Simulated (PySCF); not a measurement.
Mo(NH)(S)(Cl)(NH2) (ClH3MoN2S), SMILES [Mo]([NH2])([Cl])(=[S])=[NH], multiplicity 1. Atoms are numbered in the order given.

```xyz
8

Mo     0.1598     0.0777    -0.1682
N      0.9861    -0.7263    -1.4511
H      1.6580    -1.4158    -1.7924
S      1.0035    -0.4259     1.7187
Cl    -2.0686    -0.5087    -0.2275
N      0.3925     1.9557    -0.4984
H      0.7550     2.3475    -1.3649
H      0.3339     2.6595     0.2364
```

Geometry optimised at B3LYP-D3(BJ)/def2-SVP. The spin state was assumed, not searched. The structure was generated by enumeration; whether it is a known compound was not checked. The def2 effective core potentials stand for the cores of Mo; spin–orbit coupling is left out. One conformer was computed; it need not be the lowest.

All values below come from PBE/def2-TZVP in PySCF.

ESP charges are fitted to the potential on shells at 1.4 to 2.0 van der Waals radii. Atomic charges (e):

```
atom  Löwdin  ESP fit
----  ------  -------
Mo1    -0.07        …
N2     -0.28        …
H3      0.16     0.34
S4      0.11    -0.22
Cl5     0.05    -0.17
N6     -0.29    -0.72
H7      0.16        …
H8      0.16        …
```

Fill in the missing entries. (An estimate is asked for; the answer gives what the named calculation found.)


- Mo1, ESP fit: 0.54
- N2, ESP fit: -0.49
- H7, ESP fit: 0.36
- H8, ESP fit: 0.35
